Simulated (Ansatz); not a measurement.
Two isomers of C2H5BO: A = `BCC=O`, B = `B1CCO1`.

Calculated with Ansatz (gas phase, PBE0-D4/def2-TZVP geometries, no zero-point term in ΔE). CCSD(T)/CBS is the MP2 limit (def2-TZVPP, def2-QZVPP) plus CCSD(T) − MP2 in def2-TZVPP, frozen cores. Functionals use def2-TZVPP. B3LYP here is the variant with VWN-RPA as its local correlation; programs differ in this. Each species was taken in one conformer, which may not be the lowest.

**Question.** Which isomer does CCSD(T)/CBS put lower? Give the gap. (Best estimate.)

**Answer.** The calculation gave: B, by 123.5 kJ/mol.

**Question.** Give E(B) − E(A) in kJ/mol with ωB97M-V, r2SCAN-D4, HF/def2-TZVPP, BLYP-D4, B3LYP, PBE-D4, PBE0-D4. (An estimate is asked.)

**Answer.** Ansatz gave: ωB97M-V -124.5, r2SCAN-D4 -119.1, HF/def2-TZVPP -93.9, BLYP-D4 -101.0, B3LYP -108.5, PBE-D4 -120.4, PBE0-D4 -127.3. None reverses the order clearly.

**Question.** Does the order hold for the free energy at 298.15 K (harmonic terms from PBE0-D4)? (An estimate is asked.)

**Answer.** Ansatz gave: Yes: G(B) − G(A) = -104.7 kJ/mol, for one conformer each.

Largest T1 diagnostic: 0.014.

Leaving LDA and LC-ωPBE aside and taking each functional with its dispersion term where it has one, the values, not all of them listed here, spread over 30.6 kJ/mol, from PBE-QIDH to BLYP-D4. LDA lies −29.0 kJ/mol from PBE without D4. From PBE to PBE0 (25 % exact exchange), in def2-TZVPP and without D4, E(B) − E(A) moves by −7.1 kJ/mol.
